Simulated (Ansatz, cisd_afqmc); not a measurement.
Species: AlH$_{2}$F, charge 0, singlet. AlH2F (SMILES [F][AlH2]).
B3LYP-D3(BJ)/def2-TZVP minimum from Ansatz (a first-principles code):
```xyz
4

Al    -0.2391    -0.4810     0.1635
H      0.4988    -1.2982     1.2826
H     -1.5831    -0.8833    -0.5410
F      0.4658     0.9371    -0.3186
```
Charge 0, spin multiplicity 1.

Atomisation energy term by term, kcal/mol (programs: Ansatz, cisd_afqmc). Open shells are spin-unrestricted; no spin-orbit coupling. Cores are frozen in correlated methods. Rows without X2C or -DK are non-relativistic. AFQMC/CISD: phaseless, guided by CISD from CCSD amplitudes; bars are statistical, one sigma. Outlying blocks are dropped, and bars are widened where a walk drifts. Over all cases where full CI ran beside it in this data, AFQMC minus full CI had a median of +0.1 mEh and passed +0.4 mEh in a tenth of the cases. CBS(X,Y): correlation extrapolated as X^-3, Hartree-Fock from the larger set (Q,5: extrapolated as (X+1)exp(-9√X)). A bracket is a step between two methods taken in the basis named. 'core' is core correlation in cc-pwCVTZ (1s frozen past Ne), 'X2C' scalar relativity in cc-pVTZ-DK, both at CCSD(T). For partners of very few electrons the exact lower level stands in for a higher one.

```json
[
 {"term": "Hartree-Fock", "basis": "CBS(cc-pV(Q+d)Z,cc-pV(5+d)Z)", "kcal/mol": "221.74"},
 {"term": "CCSD correlation", "basis": "CBS(cc-pV(Q+d)Z,cc-pV(5+d)Z)", "kcal/mol": "63.58"},
 {"term": "(T)", "basis": "CBS(cc-pV(Q+d)Z,cc-pV(5+d)Z)", "kcal/mol": "3.04"},
 {"term": "CCSDT(Q) - CCSD(T)", "basis": "cc-pV(Q+d)Z", "kcal/mol": "-0.11"},
 {"term": "CCSDTQ - CCSDT(Q)", "basis": "cc-pV(D+d)Z", "kcal/mol": "-0.03"},
 {"term": "core correlation", "basis": "cc-pwCVTZ", "kcal/mol": "-0.80"},
 {"term": "scalar relativity", "basis": "X2C, cc-pVTZ-DK", "kcal/mol": "-0.67"},
 {"term": "sum: De", "basis": "", "kcal/mol": "286.8"}
]
```

The step beyond CCSD(T) by other levels: CCSDTQ in cc-pV(D+d)Z 0.17; AFQMC/CISD in cc-pV(D+d)Z 0.49 ± 0.21; CCSDT(Q) in cc-pV(D+d)Z 0.20; CCSDT(Q) in cc-pV(T+d)Z -0.09 kcal/mol.
